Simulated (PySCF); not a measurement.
Si(F)2(Me)(Cl) (CH3ClF2Si), SMILES C[Si](F)(F)Cl.

The structure is a stationary point at B3LYP-D3(BJ)/def2-SVP.

The numbers are results of TDA-PBE0/def2-SVPD in PySCF, not measurements.

Vertical excitations. The molecule is in vacuum. State labels are in the subgroup Cs.

### Question
Give excitation energies, oscillator strengths and character. (An estimate is asked for; the answer gives what the named calculation found.)

### Answer

| state | symmetry | energy (eV) | λ (nm) | f | main pairs |
|---|---|---|---|---|---|
| S1 | A' | 8.60 | 144 | 0.116 | HOMO→LUMO 92 % |
| S2 | A" | 8.69 | 143 | 0.041 | HOMO−1→LUMO 90 % |
| S3 | A' | 9.29 | 134 | 0.050 | HOMO−2→LUMO 65 %, HOMO→LUMO+1 28 % |
| S4 | A" | 9.35 | 133 | 0.004 | HOMO→LUMO+2 95 % |
| S5 | A' | 9.55 | 130 | 0.062 | HOMO→LUMO+1 44 %, HOMO−1→LUMO+2 27 %, HOMO−2→LUMO 19 % |
| S6 | A" | 9.62 | 129 | 0.000 | HOMO−1→LUMO+1 78 % |
| S7 | A' | 9.69 | 128 | 0.037 | HOMO−1→LUMO+2 39 %, HOMO→LUMO+3 25 %, HOMO→LUMO+1 15 %, HOMO−2→LUMO 10 % |
| S8 | A" | 9.95 | 125 | 0.000 | HOMO−1→LUMO+3 81 % |
| S9 | A' | 10.05 | 123 | 0.044 | HOMO→LUMO+3 46 %, HOMO−2→LUMO+1 29 %, HOMO−1→LUMO+2 14 % |
| S10 | A" | 10.16 | 122 | 0.012 | HOMO−2→LUMO+2 93 % |
| T1 | A' | 8.12 | 153 | 0 | HOMO→LUMO 75 %, HOMO→LUMO+1 19 % |
| T2 | A" | 8.24 | 150 | 0 | HOMO−1→LUMO 71 %, HOMO−1→LUMO+1 23 % |
| T3 | A' | 8.84 | 140 | 0 | HOMO−2→LUMO 71 % |
| T4 | A' | 9.01 | 138 | 0 | HOMO−1→LUMO+2 35 %, HOMO→LUMO+1 31 %, HOMO→LUMO+3 11 %, HOMO→LUMO 10 % |
Triplets are in the Tamm–Dancoff approximation.
